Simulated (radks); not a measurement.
Results of a calculation; reference values are marked as such.
How relativity changes the ionisation of neutral platinum ([Xe] 4f14 5d9 6s1) to Pt+ ([Xe] 4f14 5d9). Spin-unpolarised spherical Kohn-Sham, BLYP, point nucleus unless stated (finite: rms radius 5.427 fm), a radial shooting solver on a logarithmic mesh with Libxc functionals. A level marked "c x" has the speed of light scaled by that factor and shares open shells by 2j + 1; other Dirac levels either fill j = l - 1/2 first or share by 2j + 1.

| level | E(Pt) (hartree) | E(Pt+) (hartree) | IE (eV) | HOMO | <r> HOMO (bohr) |
|---|---|---|---|---|---|
| non-rel. | -17335.6249 | -17335.3570 | 7.289 | 6s | 3.424 |
| scalar-rel. | -18414.5167 | -18414.1772 | 9.241 | 6s | 2.943 |
| scalar-rel., finite nucleus | -18410.6778 | -18410.3385 | 9.235 | 6s | 2.945 |
| Dirac, 2j+1 shares | -18447.7748 | -18447.4347 | 9.255 | 5d5/2 | 1.745 |
| Dirac, low j first | -18447.7943 | -18447.4548 | 9.238 | 5d5/2 | 1.748 |
| Dirac, 2j+1 shares, finite nucleus | -18443.8936 | -18443.5537 | 9.249 | 5d5/2 | 1.745 |
| Dirac, c x 0.85 | -19008.4625 | -19008.0783 | 10.455 | 5d5/2 | 1.786 |
| Dirac, c x 1.25 | -18000.4867 | -18000.1780 | 8.399 | 6s1/2 | 3.124 |
| Dirac, c x 1.5 | -17781.9386 | -17781.6441 | 8.013 | 6s1/2 | 3.219 |

NIST Atomic Spectra Database: 8.959 eV (measured). The relativistic part of the total energy of Pt is -1108 hartree (Dirac, 2j+1 shares, finite nucleus), 6.4 % of the non-relativistic value. Spin polarisation and multiplet splitting of open shells are left out at every level.

Beside tabulated values, note that relativity, absent from the non-relativistic runs, is large for the heavy elements, and spin-unpolarised runs miss the spin-polarisation part of the exchange energy of open shells.
